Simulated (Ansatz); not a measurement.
Consider the homolysis of the Al–O bond: `C[CH2][Al]([CH3])[OH]` → `C[CH2][Al][CH3]`• + `[OH]`•.

Program: Ansatz. Geometries: PBE0-D4/def2-TZVP. ΔE: electronic, gas phase. CCSD(T)/CBS adds triple-zeta CCSD(T) − MP2 to the extrapolated MP2 energy (def2 sets, frozen cores). This one scheme is used for every species. DFT in def2-TZVPP. B3LYP here is the variant with VWN-RPA as its local correlation; programs differ in this. HSE06 is defined as in plane-wave codes. No spin–orbit coupling; open shells (•) take unrestricted orbitals. Each species was taken in one conformer, which may not be the lowest.

| level | ΔE (kJ/mol) | difference from CCSD(T)/CBS |
| --- | --- | --- |
| LDA (SPW92) | 621.9 | 53.5 |
| PBE-D4 | 545.8 | -22.6 |
| BLYP-D4 | 540.1 | -28.3 |
| B97M-V | 553.1 | -15.3 |
| PBE0-D4 | 536.7 | -31.7 |
| B3LYP-D4 | 542.1 | -26.3 |
| r2SCANh-D4 | 537.2 | -31.2 |
| r2SCAN0-D4 | 531.3 | -37.1 |
| HSE06-D4 | 536.8 | -31.6 |
| BHLYP-D4 | 529.1 | -39.3 |
| CAM-B3LYP-D4 | 555.4 | -13.0 |
| ωB97X-V | 559.3 | -9.1 |
| ωB97M-V | 567.7 | -0.7 |
| B2PLYP | 553.5 | -14.9 |
| PBE-QIDH | 551.4 | -17.0 |
| PBE | 543.8 | -24.6 |
| revPBE | 519.1 | -49.3 |
| BLYP | 536.6 | -31.8 |
| r2SCAN | 540.5 | -27.9 |
| PBE0 | 534.8 | -33.6 |
| B3LYP | 539.3 | -29.1 |
| r2SCANh | 536.3 | -32.1 |
| r2SCAN0 | 530.3 | -38.1 |
| HSE06 | 535.1 | -33.3 |
| BHLYP | 527.0 | -41.4 |
| LC-ωPBE | 548.3 | -20.1 |
| RPA@PBE/def2-TZVPP | 518.0 | -50.4 |
| HF/def2-SVP | 415.3 | -153.1 |
| MP2/def2-SVP | 559.2 | -9.2 |
| CCSD/def2-SVP | 527.2 | -41.2 |
| CCSD(T)/def2-SVP | 532.0 | -36.4 |
| HF/def2-TZVPP | 416.1 | -152.3 |
| SCS-MP2/def2-TZVPP | 569.9 | 1.5 |
| CCSD/def2-TZVPP | 543.9 | -24.5 |
| CCSD(T)/def2-TZVPP | 553.0 | -15.4 |
| HF/def2-QZVPP | 417.2 | -151.2 |
| MP2/def2-QZVPP | 591.7 | 23.3 |
| SCS-MP2/def2-QZVPP | 580.0 | 11.6 |
| HF/CBS(def2) | 417.4 | -151.0 |
| CCSD/CBS(def2) | 559.2 | -9.2 |
| CCSD(T)/CBS | 568.4 | 0 |

Largest T1 diagnostic among the species: 0.012.

Leaving LDA and LC-ωPBE aside and taking each functional with its dispersion term where it has one, the values, not all of them listed here, spread over 44.7 kJ/mol, from revPBE-D4 to ωB97M-V. LDA lies +78.1 kJ/mol from PBE without D4, its usual overbinding. In def2-TZVPP, CCSD(T) changes the Hartree–Fock value by +137.0 kJ/mol (the triples alone add +9.2 kJ/mol) and MP2 by +166.4 kJ/mol; breaking electron pairs costs correlation energy, which Hartree–Fock lacks. From BLYP to BHLYP (50 % exact exchange), in def2-TZVPP and without D4, ΔE moves by −9.6 kJ/mol: exact exchange takes away binding that semilocal exchange gives to molecules.
